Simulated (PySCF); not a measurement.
SMILES C(/C#C)=C/[Si](Cl)(Cl)Cl (C4H3Cl3Si), GFN2-xTB optimised geometry.

```
11

C      1.70    -1.36     0.00
C      0.50    -1.36     0.00
C     -0.91    -1.38    -0.02
C     -1.67    -0.47     0.60
Si    -1.02     0.98     1.61
Cl     0.12     2.19     0.46
Cl     0.10     0.34     3.17
Cl    -2.61     2.02     2.30
H      2.75    -1.35     0.01
H     -1.35    -2.19    -0.58
H     -2.75    -0.58     0.53
```

Density from B3LYP/def2-TZVP in PySCF 2.14.0 at that geometry.

Minimum of the electron density along straight lines between bonded atoms, close to the bond critical point (lines longer than 1.1 times the sum of covalent radii, or with two minima, are not listed):

| bond | length / Å | ρ at the minimum / e bohr⁻³ | ∇²ρ there / e bohr⁻⁵ | position (fraction from the first atom) |
|---|---|---|---|---|
| C1–C2 | 1.202 | 0.422 | -1.24 | 0.49 |
| C2–C3 | 1.407 | 0.304 | -0.92 | 0.53 |
| C3–C4 | 1.339 | 0.348 | -1.06 | 0.51 |
| C4–Si5 | 1.883 | 0.125 | 0.13 | 0.61 |
| Si5–Cl6 | 2.024 | 0.107 | 0.23 | 0.37 |
| Si5–Cl7 | 2.024 | 0.107 | 0.23 | 0.37 |
| Si5–Cl8 | 2.023 | 0.107 | 0.24 | 0.37 |
| C1–H9 | 1.049 | 0.302 | -1.16 | 0.66 |
| C3–H10 | 1.084 | 0.288 | -1.03 | 0.65 |
| C4–H11 | 1.082 | 0.285 | -1.01 | 0.65 |
